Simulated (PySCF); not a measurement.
PySCF 2.14 output of a UHF calculation on a single atom or ion in aug-cc-pVTZ-DK (9s8p6d3f2g, 102 functions), with scalar relativity by spin-free X2C-1e:

```
SCF conv_tol = 1e-09
number electrons alpha = 22  beta = 18
cycle= 1 E= -3816.7673091885  delta_E= -0.00683  |g|= 0.0281  |ddm|= 0.0556
cycle= 2 E= -3816.76760402485  delta_E= -0.000295  |g|= 0.00618  |ddm|= 0.0144
cycle= 3 E= -3816.76762055043  delta_E= -1.65e-05  |g|= 0.000482  |ddm|= 0.007
cycle= 4 E= -3816.76762072185  delta_E= -1.71e-07  |g|= 0.000163  |ddm|= 0.002
cycle= 5 E= -3816.76762075286  delta_E= -3.1e-08  |g|= 2.52e-05  |ddm|= 0.00111
cycle= 6 E= -3816.76762075444  delta_E= -1.58e-09  |g|= 3.66e-06  |ddm|= 0.000325
cycle= 7 E= -3816.76762075447  delta_E= -3.14e-11  |g|= 8.12e-07  |ddm|= 2.37e-05
converged SCF energy = -3816.76762075447  <S^2> = 6.0047096  2S+1 = 5.0018835
```

The run itself started from symmetry-adapted Hartree-Fock orbitals and held the occupation by maximum overlap, so the iterations belong to that start.

Problem. Which element, charge and spin multiplicity is this?

Solution. Nb⁺ (niobium, charge +1), multiplicity 5; the state was [Kr] 4d3 5p1, one real determinant (an excited configuration).

⟨L²⟩ = 14.06 against 20 for a pure G term, so this real determinant mixes terms.
